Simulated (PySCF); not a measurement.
## Vanadium: a sound run and one with changed settings

Sound run: V [Ar] 3d3 4s2, V⁺ [Ar] 3d4. Computed with PySCF 2.14 in pcseg-2 (6s4p3d2f1g, 56 functions), with no relativity, point nucleus. The sound run starts from symmetry-adapted Hartree-Fock orbitals and uses a fine grid where one is needed.

Changed run: initial guess sap, at most 3 SCF cycles. This setting is unsound on purpose.

```json
{"species": "V", "method": "UHF", "sound run (hartree)": "-942.87398", "changed run (hartree)": "-942.87258", "converged": "no"}
{"species": "V", "method": "M06-2X", "sound run (hartree)": "-943.88057", "changed run (hartree)": "-943.85940", "converged": "no"}
{"species": "V", "method": "PBE0", "sound run (hartree)": "-943.69507", "changed run (hartree)": "-943.58430", "converged": "no"}
{"species": "V⁺", "method": "UHF", "sound run (hartree)": "-942.65380", "changed run (hartree)": "-942.66463", "converged": "no"}
{"species": "V⁺", "method": "M06-2X", "sound run (hartree)": "-943.63073", "changed run (hartree)": "-943.61940", "converged": "no"}
{"species": "V⁺", "method": "PBE0", "sound run (hartree)": "-943.47125", "changed run (hartree)": "-943.46143", "converged": "no"}
```

The SCF was stopped early; the energies are upper bounds that still move, and correlated levels were skipped or rest on poor orbitals.
